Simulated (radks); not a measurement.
Pb V, configuration [Xe] 4f14 5d10 (the NIST ground configuration). All-electron calculation, Dirac Kohn-Sham, PW91, spin-unpolarised, spherical densities, point nucleus. Program: a radial shooting solver on a logarithmic mesh with Libxc functionals.

Normalised radial functions P(r) = r R(r) (large component), r in bohr:

r	4f5/2	4f7/2	5d3/2
0.002865	0.0000	0.0000	0.0003
0.003791	0.0000	0.0000	0.0006
0.005016	0.0000	0.0000	0.0012
0.006637	0.0000	0.0000	0.0023
0.008781	0.0001	0.0001	0.0046
0.01162	0.0003	0.0003	0.0090
0.01537	0.0009	0.0008	0.0175
0.02034	0.0025	0.0021	0.0334
0.02713	0.0066	0.0058	0.0625
0.0359	0.0165	0.0149	0.1094
0.0475	0.0398	0.0366	0.1783
0.06284	0.0909	0.0850	0.2631
0.08315	0.1938	0.1837	0.3356
0.11	0.3788	0.3630	0.3388
0.1456	0.6656	0.6442	0.2058
0.1926	1.0290	1.0046	-0.0770
0.2548	1.3690	1.3477	-0.3930
0.3372	1.5344	1.5230	-0.5105
0.4461	1.4212	1.4230	-0.2581
0.5903	1.0710	1.0831	0.2813
0.7873	0.6310	0.6460	0.8127
1.042	0.2887	0.3000	1.0156
1.378	0.0966	0.1023	0.8671
1.824	0.0220	0.0239	0.5415
2.413	0.0031	0.0034	0.2423
3.193	0.0002	0.0003	0.0734
4.224	0.0000	0.0000	0.0125

4f5/2: eigenvalue -176.86 eV, 0 radial nodes, <r> = 0.451 bohr, 90 % of the charge inside 0.716 bohr. 4f7/2: eigenvalue -171.83 eV, 0 radial nodes, <r> = 0.457 bohr, 90 % of the charge inside 0.725 bohr. 5d3/2: eigenvalue -63.348 eV, 2 radial nodes at r = 0.180, 0.515 bohr, <r> = 1.24 bohr, 90 % of the charge inside 1.85 bohr.
